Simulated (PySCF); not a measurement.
PySCF 2.14 output of an unrestricted r2SCAN calculation on a single atom or ion in dyall-av3z (15s9p3d2f, 71 functions), with scalar relativity by spin-free X2C-1e:

```
SCF conv_tol = 1e-09
number electrons alpha = 6  beta = 3
    J. W. Furness, A. D. Kaplan, J. Ning, J. P. Perdew, and J. Sun.,  J. Phys. Chem. Lett. 11, 8208-8215 (2020)
    J. W. Furness, A. D. Kaplan, J. Ning, J. P. Perdew, and J. Sun.,  J. Phys. Chem. Lett. 11, 9248-9248 (2020)
    J. W. Furness, A. D. Kaplan, J. Ning, J. P. Perdew, and J. Sun.,  J. Phys. Chem. Lett. 11, 8208-8215 (2020)
    J. W. Furness, A. D. Kaplan, J. Ning, J. P. Perdew, and J. Sun.,  J. Phys. Chem. Lett. 11, 9248-9248 (2020)
cycle= 1 E= -126.392342691266  delta_E= -0.00627  |g|= 0.0161  |ddm|= 0.0609
cycle= 2 E= -126.392378058855  delta_E= -3.54e-05  |g|= 0.00434  |ddm|= 0.014
cycle= 3 E= -126.392381013258  delta_E= -2.95e-06  |g|= 0.00155  |ddm|= 0.00448
cycle= 4 E= -126.392381438047  delta_E= -4.25e-07  |g|= 8.91e-05  |ddm|= 0.000692
cycle= 5 E= -126.392381440589  delta_E= -2.54e-09  |g|= 1.13e-05  |ddm|= 0.000227
cycle= 6 E= -126.392381440616  delta_E= -2.7e-11  |g|= 2.22e-07  |ddm|= 1.18e-05
converged SCF energy = -126.392381440616  <S^2> = 3.7515169  2S+1 = 4.0007584
```

The run itself started from symmetry-adapted Hartree-Fock orbitals and held the occupation by maximum overlap, on a logarithmic radial grid, so the iterations belong to that start.

Q: Which element, charge and spin multiplicity is this?

A: Ne⁺ (neon, charge +1), multiplicity 4; the state was [He] 2s1 2p5 3s1, high-spin 4P determinant (an excited configuration).

The outer electron is Rydberg-like, and this basis confines it to a smaller radius and binds it less than a complete one would.
